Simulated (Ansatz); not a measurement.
Relaxation of ClGeH$_{2}$ (4 atoms, charge 0, multiplicity 2), to a largest force component of 0.015 eV/Å in at most 40 steps.

Level of theory: Ansatz, UKS B3LYP-D4/def2-TZVP.

```xyz
4
Properties=species:S:1:pos:R:3
Cl -1.517 0.323 0.970
Ge 0.064 -0.573 -0.137
H 0.098 0.304 -1.461
H 1.356 -0.054 0.629
```

Q: Where does it end, and by what steps?

A: The run converged. After 4 steps the energy has fallen by 0.126 eV; Ge2 moved furthest, 0.12 Å.

```json
{"step": "0", "energy less start (eV)": "0.0000", "largest force component (eV/Å)": "1.197", "accepted": "yes"}
{"step": "1", "energy less start (eV)": "-0.0773", "largest force component (eV/Å)": "0.585", "accepted": "yes"}
{"step": "2", "energy less start (eV)": "-0.1055", "largest force component (eV/Å)": "0.417", "accepted": "yes"}
{"step": "3", "energy less start (eV)": "-0.1257", "largest force component (eV/Å)": "0.032", "accepted": "yes"}
{"step": "4", "energy less start (eV)": "-0.1258", "largest force component (eV/Å)": "0.005", "accepted": "yes"}
```

```xyz
4
Properties=species:S:1:pos:R:3
Cl -1.574 0.310 1.001
Ge 0.110 -0.462 -0.146
H 0.076 0.263 -1.517
H 1.388 -0.111 0.661
```

Whether the end is a true minimum wasn't checked by a vibrational analysis.

Time of the run: 5.8 s on 2 threads of Intel(R) Xeon(R) 6975P-C (Granite Rapids), with other jobs on the host, peak memory 0.24 GiB.
